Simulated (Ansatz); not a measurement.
Gas-phase electronic energies from Ansatz, PBE0-D4/def2-TZVP geometries. CCSD(T)/CBS is the MP2 limit (def2-TZVPP, def2-QZVPP) plus CCSD(T) − MP2 in def2-TZVPP, frozen cores. DFT in def2-TZVPP. For Br outer-core shells are correlated without core-valence functions, which leaves a few kJ/mol of doubt a bond. Scalar relativity is left out up to krypton.

`C=C1[SiH2]C1Br` → `[SiH3]C1=CC1Br`  (isomerisation)

| species | PBE0 energy (Eh) |
| --- | --- |
| `C=C1[SiH2]C1Br` | -2980.38251 |
| `[SiH3]C1=CC1Br` | -2980.37548 |

Work out ΔE.

ΔE = (-2980.37548) − (-2980.38251) = 0.00703 Eh = +18.5 kJ/mol. CCSD(T)/CBS gives +18.9 kJ/mol.

Largest T1 diagnostic among the species: 0.011.

From PBE to PBE0 (25 % exact exchange), in def2-TZVPP and without D4, ΔE moves by −4.2 kJ/mol. In def2-TZVPP, CCSD(T) changes the Hartree–Fock value by +21.0 kJ/mol (the triples alone add +2.7 kJ/mol) and MP2 by +16.3 kJ/mol.
